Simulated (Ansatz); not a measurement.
Basis sets compared for the cluster Ba4Te3⁺ (the lowest doublet isomer of a short search). Charge 1, multiplicity 2. Geometry PBE0-D4/def2-SVP. Ansatz on 4 threads of Arm Neoverse V2 on a shared host; times are rough, and most runs start from earlier orbitals.

```xyz
7

Ba   -0.614   -2.166   -1.970
Ba   -2.296   -0.164    1.912
Ba    2.170   -0.102    0.993
Ba   -0.590    2.495   -1.543
Te   -0.115    2.223    1.654
Te   -0.139   -2.486    1.222
Te    1.585    0.200   -2.268
```

In the def2 sets Ba, Te take a core potential; there is no spin–orbit coupling. The structure comes from a short search, and lower isomers may exist.

| level | functions | energy (Eh) | HOMO (eV) | LUMO (eV) | wall time |
| --- | --- | --- | --- | --- | --- |
| PBE-D4/def2-SVP | 198 | -906.2447 | -5.94 | -5.25 | 17 s |
| PBE0-D4/def2-SVP | 198 | -906.2324 | -6.45 | -4.66 | 22 s |

(1) Estimate the rows for PBE-D4/def2-TZVP, PBE0-D4/def2-TZVP.

Answers

(1) 
| level | functions | energy (Eh) | HOMO (eV) | LUMO (eV) | wall time |
| --- | --- | --- | --- | --- | --- |
| PBE-D4/def2-TZVP | 310 | -906.3818 | -5.89 | -5.20 | 18 s |
| PBE0-D4/def2-TZVP | 310 | -906.3679 | -6.40 | -4.60 | 53 s |
